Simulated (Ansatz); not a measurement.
One change: `COB(O)Br` becomes `COB(O)F`.

Ansatz, PBE0-D4/def2-TZVP geometries, multiplicity 1. Each molecule was computed in one conformer, which needn't be the lowest.

Scalar relativity is left out up to krypton.

```tsv
property	`COB(O)Br`
HOMO energy (PBE/def2-TZVPP) / eV	-7.13
size of the dipole moment (PBE/def2-TZVPP) / D	0.68
HOMO energy (B3LYP/def2-TZVPP) / eV	-8.21
HOMO–LUMO gap (PBE/def2-TZVPP) / eV	6.89
HOMO energy (ωB97M-V/def2-TZVPP) / eV	-10.75
HOMO–LUMO gap (PBE0/def2-TZVPP) / eV	9.23
```

(1) Give the same properties after the change, and the shifts. (Estimate.)

## Answers

(1) Computed: 
| property | `COB(O)F` | shift |
| --- | --- | --- |
| HOMO energy (PBE/def2-TZVPP) / eV | -7.20 | -0.07 |
| size of the dipole moment (PBE/def2-TZVPP) / D | 1.68 | 1.00 |
| HOMO energy (B3LYP/def2-TZVPP) / eV | -8.57 | -0.36 |
| HOMO–LUMO gap (PBE/def2-TZVPP) / eV | 7.04 | 0.15 |
| HOMO energy (ωB97M-V/def2-TZVPP) / eV | -11.22 | -0.47 |
| HOMO–LUMO gap (PBE0/def2-TZVPP) / eV | 9.48 | 0.25 |

With PBE0 the HOMO falls by 0.32 eV and the LUMO falls by 0.07 eV, so the gap widens by about 0.25 eV. PBE moves the HOMO by -0.07 eV and ωB97M-V by -0.47 eV. Dipoles are sizes alone; their direction can turn.

B3LYP here is the variant with VWN-RPA as its local correlation; programs differ in this.

Spin–orbit coupling is left out; it splits and shifts lone-pair levels of the heavy atoms by tenths of an eV.
